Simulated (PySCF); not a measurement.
PySCF input file for BeFBr, SMILES [F][Be][Br], TDA-B3LYP/def2-TZVPD. Geometry optimised at PBE0-D3(BJ)/def2-TZVP.

```python
import numpy as np
from pyscf import gto, scf, dft, tdscf

mol = gto.M(
    atom='''
    Be    0.00000000    0.00000000   -1.17168711
    F     0.00000000    0.00000000   -2.54266940
    Br    0.00000000    0.00000000    0.78773637
    ''',
    basis='def2-TZVPD',
    charge=0,
    spin=0,
    symmetry=True,
    symmetry_subgroup='C2v',
    max_memory=1600,
    verbose=4,
)
mf = dft.RKS(mol, xc='b3lyp').density_fit(auxbasis='def2-universal-jkfit')
mf.grids.level = 3
mf.conv_tol = 1e-9
mf.max_cycle = 100
mf.kernel()
mf.grids = dft.Grids(mol).set(level=1).build(with_non0tab=True)  # coarser grid for the response kernel
td = tdscf.TDA(mf)
td.singlet = True
td.nstates = 10
td.conv_tol = 1e-4
td.kernel(x0=td.get_init_guess(mf, 15))
td.analyze()
tt = tdscf.TDA(mf)
tt.singlet = False
tt.nstates = 4
tt.conv_tol = 1e-4
tt.kernel(x0=tt.get_init_guess(mf, 9))
tt.analyze(verbose=3)
```

It prints:

```
PySCF version 2.14.0

[INPUT] verbose = 4
[INPUT] num. atoms = 3
[INPUT] num. electrons = 48
[INPUT] charge = 0
[INPUT] spin (= nelec alpha-beta = 2S) = 0
[INPUT] symmetry True subgroup C2v
[INPUT] Mole.unit = angstrom
[INPUT] Symbol           X                Y                Z      unit          X                Y                Z       unit  Magmom
[INPUT]  1 Be     0.000000000000   0.000000000000  -1.171687110000 AA    0.000000000000   0.000000000000  -2.214167741583 Bohr   0.0
[INPUT]  2 F      0.000000000000   0.000000000000  -2.542669400000 AA    0.000000000000   0.000000000000  -4.804948791312 Bohr   0.0
[INPUT]  3 Br     0.000000000000   0.000000000000   0.787736370000 AA    0.000000000000   0.000000000000   1.488605997659 Bohr   0.0

nuclear repulsion = 101.756122000261
point group symmetry = Coov, use subgroup C2v
symmetry origin: [ 0.00000000e+00  0.00000000e+00 -3.54323652e-09]
symmetry axis x: [1. 0. 0.]
symmetry axis y: [0. 1. 0.]
symmetry axis z: [0. 0. 1.]
num. orbitals of irrep A1 = 54
num. orbitals of irrep A2 = 11
num. orbitals of irrep B1 = 27
num. orbitals of irrep B2 = 27
number of shells = 43
number of NR pGTOs = 198
number of NR cGTOs = 119
basis = def2-TZVPD
ecp = {}


******** <class 'pyscf.df.df_jk.DFSymAdaptedRKS'> ********
method = DFSymAdaptedRKS
initial guess = minao
damping factor = 0
level_shift factor = 0
DIIS = <class 'pyscf.scf.diis.CDIIS'>
diis_start_cycle = 1
diis_space = 8
diis_damp = 0
SCF conv_tol = 1e-09
SCF conv_tol_grad = None
SCF max_cycles = 100
direct_scf = False
XC library pyscf.dft.libxc version 7.1.2
    S. Lehtola, C. Steigemann, M. J. T. Oliveira, and M. A. L. Marques,  SoftwareX 7, 1–5 (2018)
XC functionals = b3lyp
    P. J. Stephens, F. J. Devlin, C. F. Chabalowski, and M. J. Frisch,  J. Phys. Chem. 98, 11623 (1994)
radial grids:
    Treutler-Ahlrichs [JCP 102, 346 (1995); DOI:10.1063/1.469408] (M4) radial grids

becke partition: Becke, JCP 88, 2547 (1988); DOI:10.1063/1.454033
pruning grids: <function nwchem_prune>
grids dens level: 3
symmetrized grids: True
atomic radii adjust function: <function treutler_atomic_radii_adjust>
small_rho_cutoff = 0
Freeze 0 electrons in irreps []
    48 free electrons in irreps A1 A2 B1 B2
Set gradient conv threshold to 3.16228e-05
Initial guess from minao.
tot grids = 48408
******** <class 'pyscf.df.df.DF'> ********
auxbasis = def2-universal-jkfit
init E= -2688.03626321721
HOMO (B2) = -0.342882477838334  LUMO (A1) = -0.0728463881179309  gap/eV = 7.34806
cycle= 1 E= -2688.91095411767  delta_E= -0.875  |g|= 0.681  |ddm|= 2.08
HOMO (B1) = -0.281007775846192  LUMO (A1) = -0.0338166346648253  gap/eV = 6.72641
cycle= 2 E= -2688.72304398476  delta_E= 0.188  |g|=  1.3  |ddm|= 1.13
HOMO (B1) = -0.315018778545575  LUMO (A1) = -0.0377637592017024  gap/eV = 7.54449
cycle= 3 E= -2688.9783334415  delta_E= -0.255  |g|= 0.0928  |ddm|= 0.776
HOMO (B2) = -0.325074587439474  LUMO (A1) = -0.0379706505164978  gap/eV = 7.81250
cycle= 4 E= -2688.97936992014  delta_E= -0.00104  |g|= 0.0122  |ddm|= 0.0656
HOMO (B2) = -0.323756573284985  LUMO (A1) = -0.0382869004856406  gap/eV = 7.76803
cycle= 5 E= -2688.97938518898  delta_E= -1.53e-05  |g|= 0.00737  |ddm|= 0.016
HOMO (B1) = -0.324267516318933  LUMO (A1) = -0.0380433780353365  gap/eV = 7.78856
cycle= 6 E= -2688.97939961123  delta_E= -1.44e-05  |g|= 0.00156  |ddm|= 0.00779
HOMO (B2) = -0.324008209534572  LUMO (A1) = -0.0380240835499352  gap/eV = 7.78202
cycle= 7 E= -2688.97940009813  delta_E= -4.87e-07  |g|= 0.000323  |ddm|= 0.00147
HOMO (B2) = -0.32407232398816  LUMO (A1) = -0.0380438800204888  gap/eV = 7.78323
cycle= 8 E= -2688.97940011813  delta_E= -2e-08  |g|= 5.03e-05  |ddm|= 0.000311
HOMO (B2) = -0.324070810217284  LUMO (A1) = -0.0380431387754713  gap/eV = 7.78321
cycle= 9 E= -2688.97940011857  delta_E= -4.38e-10  |g|= 8.68e-06  |ddm|= 4.51e-05
HOMO (B2) = -0.32407147726261  LUMO (A1) = -0.0380427981732359  gap/eV = 7.78324
Extra cycle  E= -2688.97940011856  delta_E= 9.55e-12  |g|= 1.25e-05  |ddm|= 9.95e-06
converged SCF energy = -2688.97940011856
tot grids = 17720


******** <class 'pyscf.tdscf.rks.TDA'> for <class 'pyscf.df.df_jk.DFSymAdaptedRKS'> ********
nstates = 10 singlet
deg_eia_thresh = 1.000e-03
wfnsym = None
conv_tol = 0.0001
eigh lindep = 1e-12
eigh level_shift = 0
eigh max_cycle = 100


Excitation energies (eV)
[6.78878936 6.78878936 7.45432037 7.49033788 7.49034113 8.2057083
 8.49798465 8.49798465 8.919019   8.91903061]

** Singlet excitation energies and oscillator strengths **
Excited State   1:   B2      6.78879 eV    182.63 nm  f=0.0698
      24 -> 25        0.70460
Excited State   2:   B1      6.78879 eV    182.63 nm  f=0.0698
      23 -> 25        0.70460
Excited State   3:   A2      7.45432 eV    166.33 nm  f=0.0000
      23 -> 27        0.49455
      24 -> 26       -0.49455
Excited State   4:   A2      7.49034 eV    165.53 nm  f=0.0000
      23 -> 27       -0.49488
      24 -> 26       -0.49488
Excited State   5:   A1      7.49034 eV    165.53 nm  f=0.0000
      23 -> 26        0.49488
      24 -> 27       -0.49488
Excited State   6:   A1      8.20571 eV    151.10 nm  f=0.0373
      22 -> 25       -0.42003
      22 -> 32        0.11042
      23 -> 26       -0.39071
      24 -> 27       -0.39071
Excited State   7:   B2      8.49798 eV    145.90 nm  f=0.0318
      24 -> 28       -0.70203
Excited State   8:   B1      8.49798 eV    145.90 nm  f=0.0318
      23 -> 28       -0.70203
Excited State   9:   A2      8.91902 eV    139.01 nm  f=0.0000
      23 -> 30       -0.49610
      24 -> 29       -0.49610
Excited State  10:   A1      8.91903 eV    139.01 nm  f=0.0000
      23 -> 29       -0.49610
      24 -> 30        0.49610

** Transition electric dipole moments (AU) **
state          X           Y           Z        Dip. S.      Osc.
  1        -0.0000      0.6476      0.0000      0.4195      0.0698
  2         0.6476     -0.0000     -0.0000      0.4195      0.0698
  3         0.0000      0.0000     -0.0000      0.0000      0.0000
  4        -0.0000      0.0000      0.0000      0.0000      0.0000
  5         0.0000      0.0000      0.0000      0.0000      0.0000
  6         0.0000     -0.0000      0.4309      0.1857      0.0373
  7        -0.0000      0.3910     -0.0000      0.1529      0.0318
  8         0.3910     -0.0000     -0.0000      0.1529      0.0318
  9         0.0000      0.0000      0.0000      0.0000      0.0000
 10        -0.0000     -0.0000      0.0000      0.0000      0.0000

** Transition velocity dipole moments (imaginary part, AU) **
state          X           Y           Z        Dip. S.      Osc.
  1        -0.0000      0.1424      0.0000      0.0203      0.0542
  2         0.1424     -0.0000     -0.0000      0.0203      0.0542
  3         0.0000      0.0000     -0.0000      0.0000      0.0000
  4        -0.0000      0.0000      0.0000      0.0000      0.0000
  5         0.0000      0.0000      0.0000      0.0000      0.0000
  6         0.0000     -0.0000      0.0254      0.0006      0.0014
  7         0.0000      0.1167      0.0000      0.0136      0.0291
  8         0.1167     -0.0000     -0.0000      0.0136      0.0291
  9         0.0000      0.0000      0.0000      0.0000      0.0000
 10        -0.0000     -0.0000      0.0000      0.0000      0.0000

** Transition magnetic dipole moments (imaginary part, AU) **
state          X           Y           Z
  1         0.3174      0.0000      0.0000
  2         0.0000     -0.3174     -0.0000
  3        -0.0000      0.0000      0.0000
  4         0.0000      0.0000     -0.0000
  5         0.0000      0.0000      0.0000
  6         0.0000      0.0000     -0.0000
  7         0.0370     -0.0000      0.0000
  8         0.0000     -0.0370     -0.0000
  9        -0.0000      0.0000     -0.0000
 10         0.0000     -0.0000     -0.0000


******** <class 'pyscf.tdscf.rks.TDA'> for <class 'pyscf.df.df_jk.DFSymAdaptedRKS'> ********
nstates = 4 triplet
deg_eia_thresh = 1.000e-03
wfnsym = None
conv_tol = 0.0001
eigh lindep = 1e-12
eigh level_shift = 0
eigh max_cycle = 100


Excitation energies (eV)
[6.51212198 6.51212198 6.99451959 7.19058175]

** Triplet excitation energies and oscillator strengths **
Excited State   1:   B2      6.51212 eV    190.39 nm  f=0.0000
Excited State   2:   B1      6.51212 eV    190.39 nm  f=0.0000
Excited State   3:   A1      6.99452 eV    177.26 nm  f=0.0000
Excited State   4:   A2      7.19058 eV    172.43 nm  f=0.0000
```

Self-consistency was reached.

Cost: about 30 core-seconds (a rough figure).
